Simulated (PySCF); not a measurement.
Computed IR spectrum (relative IR intensity) of a molecule C₄H₇B. Geometry: B3LYP-D3(BJ)/def2-SVP. The values are those of a single conformer. The numbers are results of B3LYP-D3(BJ)/def2-SVP (PySCF), not measurements. Harmonic, unscaled wavenumbers; measured fundamentals usually lie a few per cent lower.

Lines under 2 % of the strongest are left out, and lines within 2 cm⁻¹ are merged.

ν (cm⁻¹): 210 (vw), 505 (w), 671 (m), 688 (vw), 789 (m), 855 (vw), 906 (m), 1144 (m), 1177 (vs), 1308 (m), 1320 (s), 1448 (w), 2152 (m), 3078 (m), 3129 (m), 3459 (m) (against the strongest line: vs over 80 %, s over 45 %, m over 15 %, w over 4 %, vw less)

Pick the molecule that these values belong to.
A. C=CBC=C
B. C#CB(C)C
C. CB1C=CC1

B, C#CB(C)C
